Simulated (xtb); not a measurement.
HNP, SMILES P#[NH+], charge +1. All values are semi-empirical tight-binding results from xtb (GFN2-xTB unless named), good for trends rather than for accurate numbers. The structure is a stationary point at GFN2-xTB. The isomer is the one that the SMILES or the coordinates give; other isomers of the formula were not compared.

Optimised geometry:

```xyz
3

N      0.0000     0.0000    -0.9043
P      0.0000     0.0000     0.5491
H      0.0000     0.0000    -1.9066
```
Charge +1, spin multiplicity 1.

Computed properties:
| Item | Value |
|---|---|
| point group as xtb finds it | C∞v |
| orbital gap | 4.97 eV |
| zero-point energy | 9.1 kcal/mol |
| G − E(el) at 298.15 K (modified RRHO) | -4.0 kcal/mol |
| static polarisability (D4 model) | 31.4 bohr³ |
| solvation energy, GFN2-xTB/ALPB(water) | -68.7 kcal/mol |
| solvation energy, GFN2-xTB/ALPB(ether) | -51.8 kcal/mol |

Computed atomic charges and the Wiberg bond orders between heavy atoms:
charges (e) N1 -0.13, P2 0.85, H3 0.28. Bond orders N1–P2 2.74.
